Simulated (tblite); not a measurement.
Isomers of C6H5ClF4O. Method: GFN2-xTB as coded in tblite; computed harmonic values from a numerical Hessian at the method's own geometry, unscaled. Errors from tens to a few hundred cm⁻¹ against measured bands are possible. One conformer each.

Electronic energies: GFN2-xTB at the same geometries; isomer energies are rough at this level and their order can be wrong.

```json
{"SMILES": "O=C(CCCl)[C@H](F)C(F)=C(F)F", "electronic energy, lowest = 0 (kcal/mol)": "34.5"}
{"SMILES": "O=C(Cl)[C@]1(C(F)(F)F)C[C@H](F)C1", "electronic energy, lowest = 0 (kcal/mol)": "0.0"}
{"SMILES": "C[C@@]1(C(F)(F)F)C[C@]1(F)C(=O)Cl", "electronic energy, lowest = 0 (kcal/mol)": "8.9"}
```

Task: How do GFN2-xTB zero-point energies change the relative energies?

Result: 
```json
{"SMILES": "O=C(Cl)[C@]1(C(F)(F)F)C[C@H](F)C1", "ZPE (kcal/mol)": "65.5", "of it from modes above 1550 cm⁻¹": "24.2", "electronic (kcal/mol)": "0.0", "with ZPE, lowest = 0 (kcal/mol)": "0.0", "lowest mode (cm⁻¹)": "32", "rings": "1"}
{"SMILES": "C[C@@]1(C(F)(F)F)C[C@]1(F)C(=O)Cl", "ZPE (kcal/mol)": "64.6", "of it from modes above 1550 cm⁻¹": "24.5", "electronic (kcal/mol)": "8.9", "with ZPE, lowest = 0 (kcal/mol)": "8.0", "lowest mode (cm⁻¹)": "34", "rings": "1"}
{"SMILES": "O=C(CCCl)[C@H](F)C(F)=C(F)F", "ZPE (kcal/mol)": "64.0", "of it from modes above 1550 cm⁻¹": "26.3", "electronic (kcal/mol)": "34.5", "with ZPE, lowest = 0 (kcal/mol)": "33.0", "lowest mode (cm⁻¹)": "20", "rings": "0"}
```

The zero-point energies span 1.5 kcal/mol, from `O=C(CCCl)[C@H](F)C(F)=C(F)F` to `O=C(Cl)[C@]1(C(F)(F)F)C[C@H](F)C1`. The order is unchanged.
